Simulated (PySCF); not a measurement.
A small calculation by hand: refractive index and permittivity of the vapour

ZnI, SMILES [Zn][I] (connectivity only; charge and spin as stated), neutral, multiplicity 2.

Geometry: B3LYP-D3(BJ)/def2-TZVP. The spin state was assumed, not searched. The def2 effective core potentials stand for the cores of I; spin–orbit coupling is left out.

ωB97X/def2-TZVPD (PySCF) gives a mean static polarisability of 75.6 bohr³ and a dipole moment of 2.52 D. Take an ideal gas at 298.15 K and 1 bar, whether or not the substance is that volatile.

Work out n − 1 in the optical limit and the static ε − 1.


Polarisability volume α' = 75.6 × 0.148185 = 11.20 Å³. Number density N = p/kT = 2.43e-5 Å⁻³.
Dilute limit of Lorentz–Lorenz: n − 1 = 2π N α' = 0.0017.
Orientation term of Debye: μ²/(3kT) = 8.098 Å³ × μ²(D²) = 51.42 Å³.
ε − 1 = 4π N (α' + μ²/3kT) = 0.019. Orientation of the dipole supplies 82 % of the static response; it can't follow optical fields. Vibrational polarisation and dispersion are left out.
